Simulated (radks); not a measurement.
Results of a calculation; reference values are marked as such.
All-electron atom: Tc5+ in [Kr] 4d2.

Level of theory: Dirac Kohn-Sham, PBE, spin-unpolarised, spherical densities, finite nucleus; open shells fill j = l - 1/2 first; Fermi nuclear charge, rms radius 4.4112 fm (a radial shooting solver on a logarithmic mesh with Libxc functionals).

Energy parts (hartree):
| part | energy |
|---|---|
| total | -4280.70166 |
| kinetic | 4446.90756 |
| electron-nucleus | -10253.51301 |
| Hartree | 1652.36649 |
| exchange-correlation | -126.46270 |

Orbitals (lengths in bohr, moments of r in powers of bohr; r(90%) holds 90 % of the orbital's charge):
[
 {"orbital": "1s1/2", "occ.": "2", "eigenvalue (hartree)": "-768.9172", "<r>": "0.03428", "r(90%)": "0.0614", "<r^4>": "6.520e-06", "small-component weight": "2.46e-02"},
 {"orbital": "2s1/2", "occ.": "2", "eigenvalue (hartree)": "-111.7711", "<r>": "0.1492", "r(90%)": "0.231", "<r^4>": "0.001195", "small-component weight": "5.07e-03"},
 {"orbital": "2p1/2", "occ.": "2", "eigenvalue (hartree)": "-103.2554", "<r>": "0.1271", "r(90%)": "0.208", "<r^4>": "0.0007909", "small-component weight": "5.08e-03"},
 {"orbital": "2p3/2", "occ.": "4", "eigenvalue (hartree)": "-98.90994", "<r>": "0.1318", "r(90%)": "0.214", "<r^4>": "0.0008904", "small-component weight": "4.91e-03"},
 {"orbital": "3s1/2", "occ.": "2", "eigenvalue (hartree)": "-21.45187", "<r>": "0.4149", "r(90%)": "0.613", "<r^4>": "0.06017", "small-component weight": "1.37e-03"},
 {"orbital": "3p1/2", "occ.": "2", "eigenvalue (hartree)": "-18.18010", "<r>": "0.4087", "r(90%)": "0.618", "<r^4>": "0.06166", "small-component weight": "1.32e-03"},
 {"orbital": "3p3/2", "occ.": "4", "eigenvalue (hartree)": "-17.45227", "<r>": "0.4193", "r(90%)": "0.633", "<r^4>": "0.06797", "small-component weight": "1.27e-03"},
 {"orbital": "3d3/2", "occ.": "4", "eigenvalue (hartree)": "-11.66867", "<r>": "0.3964", "r(90%)": "0.632", "<r^4>": "0.06829", "small-component weight": "1.16e-03"},
 {"orbital": "3d5/2", "occ.": "6", "eigenvalue (hartree)": "-11.52858", "<r>": "0.3998", "r(90%)": "0.637", "<r^4>": "0.07047", "small-component weight": "1.14e-03"},
 {"orbital": "4s1/2", "occ.": "2", "eigenvalue (hartree)": "-4.98866", "<r>": "1.034", "r(90%)": "1.49", "<r^4>": "2.145", "small-component weight": "3.35e-04"},
 {"orbital": "4p1/2", "occ.": "2", "eigenvalue (hartree)": "-4.00329", "<r>": "1.108", "r(90%)": "1.62", "<r^4>": "2.949", "small-component weight": "2.93e-04"},
 {"orbital": "4p3/2", "occ.": "4", "eigenvalue (hartree)": "-3.88534", "<r>": "1.133", "r(90%)": "1.66", "<r^4>": "3.214", "small-component weight": "2.83e-04"},
 {"orbital": "4d3/2", "occ.": "2", "eigenvalue (hartree)": "-2.36657", "<r>": "1.371", "r(90%)": "2.07", "<r^4>": "7.678", "small-component weight": "1.95e-04"},
 {"orbital": "4d5/2", "occ.": "0", "eigenvalue (hartree)": "-2.35079", "<r>": "1.379", "r(90%)": "2.08", "<r^4>": "7.866", "small-component weight": "1.93e-04"}
]

The highest occupied level is 4d3/2 at -64.398 eV. The density falls to 0.001 e/bohr^3 at r = 2.82 bohr. Summed over all electrons, <r^2> = 19.06 bohr^2, which gives a Langevin (diamagnetic) susceptibility term of -15.1 x 10^-6 cm^3/mol. The electron density at the nucleus is 1.002e+05 e/bohr^3. For comparison, the ionisation energy in NIST's Atomic Spectra Database is 72 eV (theoretical). In exact Kohn-Sham theory the highest level is minus the ionisation energy, but local and semilocal functionals leave it too shallow, through self-interaction and a potential that decays too fast; potentials with the right tail come closer.

Beside tabulated values, note that spin-unpolarised runs miss the spin-polarisation part of the exchange energy of open shells.
